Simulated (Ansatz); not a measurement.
Mulliken charges of `[F][GaH][Cl]` from ωB97M-V/def2-TZVPP in Ansatz (PBE0-D4/def2-TZVP geometry).

```csv
atom,x (Å),y (Å),z (Å),charge (e)
F1,-1.687,0.040,0.266,-0.370
Ga2,0.024,0.134,-0.059,0.593
Cl3,1.066,-1.659,0.392,-0.231
H4,0.652,1.425,-0.619,0.008
```

**Question.** By hand: the dipole of these point charges (1 e Å = 4.8032 D).

**Answer.** Σ q r = (0.397, 0.459, -0.229) e Å, of length 0.649 e Å = 3.12 D.

**Question.** How does the dipole of the full density compare? (Estimate.)

**Answer.** Computed: (0.271, 0.313, -0.156) e Å, 2.13 D; the point charges give 1.46 times that, at 0° from its direction.

Point charges leave out the atoms' own dipoles, such as those of lone pairs, and Mulliken's split depends on the basis, so the two needn't agree.
